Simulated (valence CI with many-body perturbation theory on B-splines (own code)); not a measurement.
## Xe XLVIII: electric-dipole lines

Calculated by configuration interaction combined with many-body perturbation theory (CI+MBPT): five valence electrons over a frozen Dirac-Fock core [He], radial functions for each j: 11 s, 11 p, 10 d, 8 f, 5 g, 2 h, with the one-electron correlation potential Σ1 (screened to all orders), the two-electron term Σ2, the three-electron term Σ3, Breit, model QED; selected single and double excitations, second order for the rest, scaled by the run's own slope (own B-spline code, finite nucleus).

No measured spectrum was set against this ion. As an estimate, large intervals hold to a few tenths of a per cent, small ones and those within an open d or f shell to about a per cent. Among the levels kept, up to 7200 cm⁻¹ of a level comes from second order outside the variational space, and about a tenth of that is noise between levels of different J, which matters for small intervals.

Lines 201 to 250 of 600 in falling wavelength, among levels below 434.29 Ry, chosen from the strongest by gf and those to the six lowest levels. Wavelengths and rates use the calculated energies. Electric multipoles are in the length gauge, E1 and E2 with the static RPA response of the core. Weak lines are less certain than strong ones. Lines between different terms over intervals too small for the method are left out, as are lines whose strength nearly cancels. Where a level lies close to another of its J and parity, the split of strength between their lines is uncertain. The highest levels of a list are the least certain.

Levels are named by their leading jj configuration (3d3/2^4 stands for four electrons in 3d with j = 3/2), which in mixed levels can hold well under half, so a name can repeat and another be missing. Letters in brackets count levels of one name in rising energy.

```
λ vac (Å)                               Upper                               Lower   A (s⁻¹)  log gf  Branch %
    22.40       (2p1/2^2 2p3/2^2 3p3/2) J=7/2  (2s 2p1/2^2 2p3/2 3p3/2) J=5/2 [b]  4.96e+11   -0.52       0.5
    22.31  (2s 2p1/2 2p3/2^2 3p3/2) J=5/2 [a]  (2s^2 2p1/2 2p3/2 3p3/2) J=3/2 [a]  1.71e+11   -1.12       0.1
    22.22           (2s 2p3/2^3 3s) J=3/2 [a]             (2s^2 2p3/2^2 3s) J=3/2  3.70e+11   -0.96       0.9
    22.21          (2p1/2^2 2p3/2^2 3s) J=5/2     (2s 2p1/2^2 2p3/2 3s) J=3/2 [b]  4.65e+11   -0.69       2.4
    22.15       (2p1/2^2 2p3/2^2 3p1/2) J=3/2      (2s 2p1/2^2 2p3/2 3p1/2) J=1/2  3.89e+11   -0.94       0.5
    22.12        (2s 2p1/2 2p3/2^3) J=3/2 [a]          (2s^2 2p1/2 2p3/2^2) J=3/2  6.66e+11   -0.71      93.5
    22.05       (2p1/2^2 2p3/2^2 3p1/2) J=5/2  (2s 2p1/2^2 2p3/2 3p1/2) J=3/2 [b]  4.64e+11   -0.69       1.5
    21.94  (2s 2p1/2 2p3/2^2 3d5/2) J=7/2 [c]  (2s^2 2p1/2 2p3/2 3d5/2) J=5/2 [b]  1.37e+11   -1.10       0.3
    21.88  (2s 2p1/2 2p3/2^2 3p3/2) J=7/2 [c]  (2s^2 2p1/2 2p3/2 3p3/2) J=5/2 [b]  1.41e+11   -1.09       0.2
    21.76          (2p1/2^2 2p3/2^2 3s) J=3/2         (2s 2p1/2^2 2p3/2 3s) J=1/2  3.90e+11   -0.96       0.7
    21.74  (2s 2p1/2 2p3/2^2 3d5/2) J=9/2 [c]  (2s^2 2p1/2 2p3/2 3d5/2) J=7/2 [b]  2.22e+11   -0.80       9.8
    21.72  (2s 2p1/2 2p3/2^2 3d5/2) J=5/2 [d]  (2s^2 2p1/2 2p3/2 3d5/2) J=5/2 [b]  2.55e+11   -0.97       0.1
    21.68           (2s 2p3/2^3 3s) J=3/2 [b]             (2s^2 2p3/2^2 3s) J=1/2  3.85e+11   -0.96       6.7
    21.66  (2s 2p1/2 2p3/2^2 3p3/2) J=5/2 [b]  (2s^2 2p1/2 2p3/2 3p3/2) J=3/2 [b]  1.79e+11   -1.12       0.2
    21.64            (2s 2p1/2 2p3/2^3) J=5/2          (2s^2 2p1/2 2p3/2^2) J=5/2  6.63e+11   -0.55      92.7
    21.54  (2s 2p1/2^2 2p3/2 3d5/2) J=7/2 [b]          (2s^2 2p1/2^2 3d5/2) J=5/2  6.67e+11   -0.43       0.7
    21.50  (2s 2p1/2 2p3/2^2 3d5/2) J=7/2 [e]  (2s^2 2p1/2 2p3/2 3d5/2) J=7/2 [b]  5.10e+11   -0.55       0.1
    21.48  (2s 2p1/2 2p3/2^2 3d5/2) J=3/2 [d]      (2s^2 2p1/2 2p3/2 3d5/2) J=1/2  3.26e+11   -1.04       0.4
    21.47  (2s 2p1/2 2p3/2^2 3p3/2) J=5/2 [d]  (2s^2 2p1/2 2p3/2 3p3/2) J=5/2 [b]  4.96e+11   -0.69       6.2
    21.46  (2s 2p1/2^2 2p3/2 3p3/2) J=5/2 [b]          (2s^2 2p1/2^2 3p3/2) J=3/2  7.67e+11   -0.50       1.2
    21.44  (2s 2p1/2 2p3/2^2 3d5/2) J=5/2 [e]  (2s^2 2p1/2 2p3/2 3d5/2) J=3/2 [b]  3.96e+11   -0.79       0.2
    21.43            (2s 2p1/2 2p3/2^3) J=1/2          (2s^2 2p1/2 2p3/2^2) J=1/2  4.90e+11   -1.17      26.2
    21.37  (2s 2p1/2 2p3/2^2 3d3/2) J=3/2 [c]      (2s^2 2p1/2 2p3/2 3d3/2) J=5/2  3.02e+11   -1.08       0.2
    21.35  (2s 2p1/2 2p3/2^2 3d5/2) J=3/2 [d]  (2s^2 2p1/2 2p3/2 3d5/2) J=3/2 [b]  3.34e+11   -1.04       0.4
    21.30     (2s 2p1/2 2p3/2^2 3s) J=1/2 [a]     (2s^2 2p1/2 2p3/2 3s) J=3/2 [a]  6.55e+11   -1.05       1.9
    21.28  (2s 2p1/2^2 2p3/2 3d3/2) J=5/2 [b]          (2s^2 2p1/2^2 3d3/2) J=3/2  6.74e+11   -0.56       2.6
    21.26  (2s 2p1/2 2p3/2^2 3d3/2) J=5/2 [c]      (2s^2 2p1/2 2p3/2 3d3/2) J=7/2  2.10e+11   -1.07       0.1
    21.22               (2p1/2 2p3/2^4) J=1/2        (2s 2p1/2 2p3/2^3) J=3/2 [b]  1.86e+12   -0.60      66.0
    21.22      (2s 2p1/2^2 2p3/2 3p1/2) J=1/2          (2s^2 2p1/2^2 3p1/2) J=1/2  8.46e+11   -0.94       2.8
    21.21  (2s 2p1/2 2p3/2^2 3d3/2) J=3/2 [e]  (2s 2p1/2^2 2p3/2 3p1/2) J=5/2 [b]  4.54e+11   -0.91       0.1
    21.18  (2s 2p1/2 2p3/2^2 3d5/2) J=5/2 [d]  (2s^2 2p1/2 2p3/2 3d5/2) J=3/2 [a]  3.22e+11   -0.89       0.2
    21.18  (2s 2p1/2^2 2p3/2 3p1/2) J=3/2 [b]          (2s^2 2p1/2^2 3p1/2) J=1/2  8.07e+11   -0.66       2.6
    21.17  (2s 2p1/2^2 2p3/2 3d5/2) J=5/2 [b]          (2s^2 2p1/2^2 3d5/2) J=5/2  7.99e+11   -0.49       0.2
    21.13  (2s 2p1/2 2p3/2^2 3d5/2) J=5/2 [b]      (2s^2 2p1/2 2p3/2 3d3/2) J=5/2  2.09e+11   -1.08       0.1
    21.12  (2s 2p1/2 2p3/2^2 3d5/2) J=5/2 [e]  (2s^2 2p1/2 2p3/2 3d5/2) J=5/2 [b]  3.36e+11   -0.87       0.2
    21.12  (2s 2p1/2 2p3/2^2 3d3/2) J=5/2 [d]  (2s^2 2p1/2 2p3/2 3d5/2) J=7/2 [a]  2.13e+11   -1.07       0.1
    21.12         (2s 2p1/2^2 2p3/2 3s) J=1/2             (2s^2 2p1/2^2 3s) J=1/2  8.02e+11   -0.97       1.4
    21.11  (2s 2p1/2^2 2p3/2 3d5/2) J=3/2 [b]          (2s^2 2p1/2^2 3d5/2) J=5/2  9.00e+11   -0.62       0.3
    21.09  (2s 2p1/2 2p3/2^2 3p3/2) J=1/2 [b]  (2s^2 2p1/2 2p3/2 3p3/2) J=3/2 [a]  9.12e+11   -0.92       6.9
    21.08  (2s 2p1/2^2 2p3/2 3p3/2) J=3/2 [b]          (2s^2 2p1/2^2 3p3/2) J=3/2  8.19e+11   -0.66       1.4
    21.07  (2s 2p1/2 2p3/2^2 3p3/2) J=7/2 [c]      (2s^2 2p1/2 2p3/2 3p3/2) J=7/2  1.02e+12   -0.27       1.2
    21.06  (2s 2p1/2 2p3/2^2 3p1/2) J=5/2 [c]      (2s^2 2p1/2 2p3/2 3p1/2) J=5/2  7.83e+11   -0.51       2.3
    21.06     (2s 2p1/2 2p3/2^2 3s) J=3/2 [c]     (2s^2 2p1/2 2p3/2 3s) J=3/2 [b]  7.00e+11   -0.73       1.1
    21.05  (2s 2p1/2^2 2p3/2 3d3/2) J=3/2 [b]          (2s^2 2p1/2^2 3d3/2) J=3/2  6.49e+11   -0.76       0.3
    21.05  (2s 2p1/2 2p3/2^2 3d5/2) J=9/2 [c]      (2s^2 2p1/2 2p3/2 3d5/2) J=9/2  8.97e+11   -0.22      39.5
    21.04  (2s 2p1/2 2p3/2^2 3d3/2) J=7/2 [c]      (2s^2 2p1/2 2p3/2 3d3/2) J=7/2  8.48e+11   -0.35       1.6
    21.04  (2s 2p1/2 2p3/2^2 3d3/2) J=1/2 [c]  (2s^2 2p1/2 2p3/2 3d3/2) J=3/2 [b]  5.81e+11   -1.11       0.1
    21.03        (2s 2p1/2 2p3/2^3) J=3/2 [b]          (2s^2 2p1/2 2p3/2^2) J=1/2  3.85e+11   -0.99      20.2
    21.02     (2s 2p1/2^2 2p3/2 3s) J=3/2 [b]             (2s^2 2p1/2^2 3s) J=1/2  7.91e+11   -0.68       2.8
    21.01  (2s 2p1/2 2p3/2^2 3p3/2) J=3/2 [c]  (2s^2 2p1/2 2p3/2 3p3/2) J=5/2 [a]  4.42e+11   -0.93       0.9
```

(1) How does gf follow from A for the line at 21.08 Å?

## Answers

(1) gf = 1.4992 × (2J+1)_upper × A / σ², with σ = 4743382 cm⁻¹ and 2J+1 = 4: gf = 0.218.
